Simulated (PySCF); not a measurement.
**Radial density of Ba (barium, neutral)**

UHF, [Xe] 5d2, high-spin 3F determinant (an excited configuration). Computed with PySCF 2.14 in def2-TZVPPD with the def2 core potential (46 electrons) (6s4p3d1f, 40 functions), with a scalar-relativistic core potential. This is the valence pseudo-density: the core potential removes the inner electrons and smooths the orbitals near the nucleus.

| r (bohr) | 4πr²ρ (e/bohr) | 4πr²(ρα − ρβ) |
| --- | --- | --- |
| 0.241 | 1.732e-05 | 0.0000 |
| 0.405 | 0.0002305 | 0.0002 |
| 0.682 | 0.04051 | 0.0005 |
| 1.15 | 3.121 | 0.0014 |
| 1.93 | 5.411 | 0.3250 |
| 3.24 | 1.067 | 0.4848 |
| 5.46 | 0.2527 | 0.2484 |
| 9.18 | 0.03434 | 0.0343 |
| 15.4 | 2.867e-05 | 0.0000 |

Energies and moments cover only the electrons outside the core potential. Spin-orbit coupling, absent here, splits the open shell strongly.
